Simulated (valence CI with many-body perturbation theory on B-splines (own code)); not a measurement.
# Cs²³⁺: one-electron terms

Computed by configuration interaction combined with many-body perturbation theory (CI+MBPT): four valence electrons over a frozen Dirac-Fock core [Ar] 3d10, a basis of 11 s, 11 p, 10 d, 8 f, 5 g, 2 h functions for each j, with the one-electron correlation potential Σ1, the two-electron term Σ2, the three-electron term Σ3, Breit, model QED; selected CI, second order for the rest, scaled by the run's own slope (own B-spline code, finite nucleus).

No measured spectrum was set against this ion. As an estimate, levels hold to about 250 cm⁻¹ or 0.2 % of their energy and the worst to 1 %, as in measured heavy ions of charge 2 to 7; those with d or f electrons hold less well. Among the levels kept, up to 450 cm⁻¹ of a level comes from second order outside the variational space, and about a tenth of that is noise between levels of different J, which matters for small intervals.

These are the spectroscopic orbitals of the CI (the correlating ones are not listed), shaped by the core and the other valence electrons. h is the expectation value of the core's Dirac-Fock operator, without the valence repulsion; Σ1 is computed up to l = 3 at one energy for each symmetry, that of its lowest orbital but kept below the first core excitation, so for empty shells it is not the orbital's own correlation shift; Breit and QED include the response of the core.

```tsv
Orbital	h (hartree)	Σ1 (cm⁻¹)	Breit (cm⁻¹)	QED (cm⁻¹)	⟨r⟩ (bohr)
4s1/2	-33.612	-12343	3534	2669	0.6266
5s1/2	-19.613	-4206	1502	1147	1.084
6s1/2	-12.865	-1973	761	588	1.672
7s1/2	-9.0924	-1105	443	344	2.381
8s1/2	-6.7674	-685	281	219	3.215
9s1/2	-5.2329	-456	190	148	4.175
4p1/2	-31.581	-12462	5486	-79.8	0.6339
5p1/2	-18.651	-4320	2347	-32.8	1.111
6p1/2	-12.343	-2088	1228	-16.9	1.713
7p1/2	-8.7779	-1186	726	-9.9	2.438
8p1/2	-6.5635	-743	465	-6.3	3.288
9p1/2	-5.0933	-497	316	-4.2	4.263
4p3/2	-30.829	-11464	3417	184	0.6508
5p3/2	-18.311	-4081	1467	80.3	1.133
6p3/2	-12.16	-1995	809	42.6	1.740
7p3/2	-8.6683	-1141	480	25.4	2.470
8p3/2	-6.4925	-717	308	16.3	3.325
9p3/2	-5.0448	-482	209	11.1	4.305
4d3/2	-27.531	-11890	2105	-151	0.6581
5d3/2	-16.777	-4353	947	-65.3	1.172
6d3/2	-11.326	-2192	516	-35.0	1.805
7d3/2	-8.1633	-1275	312	-21.0	2.563
8d3/2	-6.1638	-811	203	-13.6	3.446
4d5/2	-27.378	-11566	1217	-65.4	0.6627
5d5/2	-16.706	-4244	530	-27.3	1.178
6d5/2	-11.286	-2139	288	-14.4	1.812
7d5/2	-8.1391	-1245	173	-8.5	2.571
8d5/2	-6.148	-792	112	-5.5	3.455
4f5/2	-23.872	-10984	545	-62.7	0.6433
5f5/2	-15.166	-3692	261	-32.0	1.192
6f5/2	-10.458	-1822	143	-18.3	1.857
7f5/2	-7.6399	-1057	86.9	-11.4	2.646
4f7/2	-23.848	-10775	96.4	-40.6	0.6446
5f7/2	-15.15	-3614	46.4	-20.5	1.194
6f7/2	-10.449	-1784	25.9	-11.6	1.859
7f7/2	-7.6338	-1035	15.8	-7.2	2.648
5g7/2	-14.516		8.9	-4.3	1.114
6g7/2	-10.083		8.2	-3.1	1.794
7g7/2	-7.4048		6.2	-2.1	2.599
5g9/2	-14.51		-9.9	0.2	1.115
6g9/2	-10.08		-8.6	-0.4	1.794
7g9/2	-7.4028		-6.5	-0.5	2.599
6h9/2	-10.014				1.618
6h11/2	-10.012				1.618
```

Among the shells of the start configuration 4s2 4p2, Σ1 is largest in size for 4p1/2, where it is 0.18 % of h.

Lowest root of each symmetry, sizes in configuration state functions:

```
J  Parity  Roots  Reference  Variational  Second order  Change by selected CI (cm⁻¹)  Change by second order (cm⁻¹)
0    even     12         48        28916        134928                         -4058                             -1
1    even     18        103        32113        457794                         -3534                            -54
2    even     27        148        31930        577742                         -4039                            -88
3    even     19        126        31998        574542                         -3575                            -99
4    even     13        101        31851        643881                         -2756                            -62
5    even      4         55        31873        444081                         -3632                            -55
0     odd     10         45        28081         78636                         -5350                             -2
1     odd     22        122        31981        292306                         -4512                            -51
2     odd     29        155        31962        456233                         -3112                            -82
3     odd     25        144        31984        540622                         -3480                           -161
4     odd     16        109        31984        525973                         -5361                           -184
5     odd      6         67        31985        345477                         -4837                           -135
6     odd      3         32        32195        288321                         -6081                            -50
```
